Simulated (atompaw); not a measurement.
**Reading a pseudo-wave (F)**

Columns: radius, all-electron u(r) and pseudo u(r) of the 2p shell (level -28.32 eV) of fluorine in the configuration [He] 2s2 2p4; PBE, non-relativistic, PAW (atompaw) scheme, atompaw 4.2.0.5.

```csv
r (bohr),all-electron,pseudo
0.046,0.0399,0.0096
0.092,0.1314,0.0381
0.138,0.2452,0.0839
0.185,0.3668,0.1466
0.231,0.4808,0.2206
0.277,0.5843,0.3037
0.323,0.6749,0.3922
0.369,0.7519,0.4824
0.415,0.8155,0.5707
0.462,0.8673,0.6555
0.508,0.9058,0.7302
0.554,0.9334,0.7946
0.600,0.9512,0.8471
0.646,0.9604,0.8869
0.692,0.9623,0.9140
0.738,0.9579,0.9290
0.785,0.9480,0.9330
0.831,0.9339,0.9275
0.877,0.9162,0.9145
0.923,0.8958,0.8960
0.969,0.8730,0.8736
1.015,0.8485,0.8488
1.062,0.8222,0.8223
1.108,0.7956,0.7956
1.154,0.7683,0.7683
1.200,0.7407,0.7407
```

How many radial nodes do the two functions have?

The all-electron 2p function has n − l − 1 = 0; the pseudo-wave has 0.

At about which radius was the pseudo-wave matched?

1.10 bohr. The columns agree to 0.0005 from 1.01 bohr on; several derivatives are matched, so the curves merge somewhat inside the radius.

Is the pseudo-wave norm-conserving?

No, it belongs to a PAW set: the norm inside the radius is not constrained, and the difference is carried by the augmentation charge.
